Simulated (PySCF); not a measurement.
# Vertical excitation energies

C₅H₁₀AlNS.
SMILES: `C[CH2][Al]([CH2]C)[N]=C=S`

The calculation used PySCF 2.14.0, density-fitted response routines, TDDFT CAM-B3LYP/def2-SVPD, vertical, gas phase, core orbitals frozen in the response. Geometry: PBE0-D3(BJ)/def2-SVP, one conformer, isolated molecule.

```csv
state,E (eV),λ (nm),f,|μ| (D),"main configurations (H = HOMO, L = LUMO)"
S1,4.46,278.2,0.0000,0.00,H→L (87%)
S2,4.99,248.6,0.038,1.42,"H-1→L (61%), H→L+2 (24%)"
S3,5.29,234.3,0.0000,0.01,"H-2→L (52%), H-1→L+2 (34%)"
S4,5.40,229.6,0.0000,0.01,"H-1→L+2 (53%), H-2→L (36%)"
S5,6.04,205.4,0.016,0.85,"H→L+1 (81%), H-2→L+1 (9%)"
S6,6.34,195.7,0.0040,0.41,"H-1→L+1 (78%), H-1→L+3 (14%)"
S7,6.47,191.6,0.783,5.65,"H→L+2 (49%), H-1→L (33%)"
S8,6.51,190.6,0.078,1.78,"H-2→L+1 (70%), H→L+3 (18%)"
S9,6.93,178.9,0.015,0.75,H-3→L (93%)
S10,6.99,177.5,0.0001,0.04,"H→L+5 (64%), H-2→L (8%)"
S11,7.22,171.7,0.056,1.43,"H-2→L+2 (40%), H-3→L+1 (19%), H-1→L+5 (10%)"
S12,7.24,171.3,0.048,1.32,"H→L+3 (46%), H→L+6 (17%), H-2→L+1 (14%)"
S13,7.38,168.0,0.057,1.43,"H-1→L+6 (42%), H-1→L+3 (38%), H-1→L+1 (15%)"
S14,7.41,167.3,0.0028,0.32,"H→L+6 (47%), H-2→L+3 (31%), H→L+3 (9%)"
S15,7.61,162.9,0.0000,0.02,"H→L+8 (50%), H-2→L+3 (20%)"
```

Triplets, Tamm–Dancoff:

| state | E (eV) | λ (nm) | main configurations (H = HOMO, L = LUMO) |
| --- | --- | --- | --- |
| T1 | 4.22 | 293.9 | H-1→L (74%), H-1→L+5 (16%) |
| T2 | 4.28 | 289.9 | H→L (81%), H→L+5 (9%) |
| T3 | 4.69 | 264.3 | H→L+2 (71%), H→L+4 (10%) |
| T4 | 5.03 | 246.6 | H-2→L (56%), H-1→L+2 (24%) |

The lowest singlet comes at 278 nm (430 kJ/mol) in the ultraviolet; it is dark (f under 0.0005); its leading configuration is HOMO→LUMO (87%). The most intense listed level is S7 at 6.47 eV (192 nm, f = 0.783), 2.01 eV above S1. Löwdin shares by element: HOMO sulfur 47%, carbon 21% or more, nitrogen 17%; LUMO aluminium 37%, sulfur 13%, nitrogen 13%, carbon 13% or more (atoms not listed hold the other 23%). Of the 15 states listed, 8 reach f = 0.01 and 5 stay under 0.0005. Weighted by f, the mean energy of these states is 6.54 eV. The listed states span 3.15 eV, and the widest gap between neighbours is 0.64 eV (S4 to S5). Singlets were solved by full linear response, triplets in the Tamm–Dancoff approximation.

The run took 89 s (with the writing of density and orbital grids) on Arm Neoverse V1, one thread, shared host with 32 logical CPUs at a one-minute load of 12, and the process peaked at 1.1 GiB of memory.
